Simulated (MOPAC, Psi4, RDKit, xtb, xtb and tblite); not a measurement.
Two geometries of SMILES B[SiH2]CC(F)(F)F (C2H6BF3Si), relaxed at GFN2-xTB with one dihedral held; other torsions can differ between them too.

Structure A

```
13

B      1.9621    -0.1892    -0.7266
Si     0.9716     0.1838     0.9222
C     -0.8593    -0.3931     0.6522
C     -0.8851    -1.5369    -0.3016
F     -2.1200    -2.0161    -0.5477
F     -0.1621    -2.5891     0.1246
F     -0.3762    -1.2144    -1.5128
H      2.5973    -1.1630    -0.8434
H      1.9489     0.5478    -1.6338
H      0.7932     1.5795     1.3592
H      1.3741    -0.5355     2.1439
H     -1.4684     0.4006     0.2236
H     -1.3294    -0.7170     1.5775
```

Structure B

```
13

B     -1.9402    -0.0779    -0.7659
Si    -0.9443     0.3166     0.8732
C      0.8490    -0.3928     0.7869
C      1.7131     0.2018     1.8497
F      2.9594    -0.3178     1.8752
F      1.8785     1.5284     1.7038
F      1.2202     0.0210     3.0875
H     -1.4500    -0.5287    -1.7262
H     -3.0830     0.1580    -0.8160
H     -0.7736     1.7595     1.1177
H     -1.4884    -0.2446     2.1219
H      0.8575    -1.4729     0.9267
H      1.3239    -0.1762    -0.1693
```

**Question.** Which is lower in energy at the level DF-MP2 (frozen core)/cc-pVTZ // GFN2-xTB (Psi4 1.11), and by how much?

**Answer.** A is lower, by 4.64 kJ/mol (dihedral B1–Si2–C3–C4: 30° in A, 165° in B).

E(B) − E(A) in kJ/mol at the other levels, on the same two geometries: GFN2-xTB (xtb and tblite) 4.39; PBE0/def2-TZVP // GFN2-xTB (Psi4) 1.21; PBE0-D3(BJ)/def2-TZVP // GFN2-xTB (Psi4) 2.45; PBE/def2-TZVP // GFN2-xTB (Psi4) 2.14; PBE-D3(BJ)/def2-TZVP // GFN2-xTB (Psi4) 3.48; HF/cc-pVTZ // GFN2-xTB (Psi4) -2.05; UFF // GFN2-xTB (RDKit) -30.23; PM6, restricted, heats of formation // GFN2-xTB (MOPAC) -7.02; PM7, restricted, heats of formation // GFN2-xTB (MOPAC) -5.53; GFN1-xTB // GFN2-xTB (xtb) 5.85.
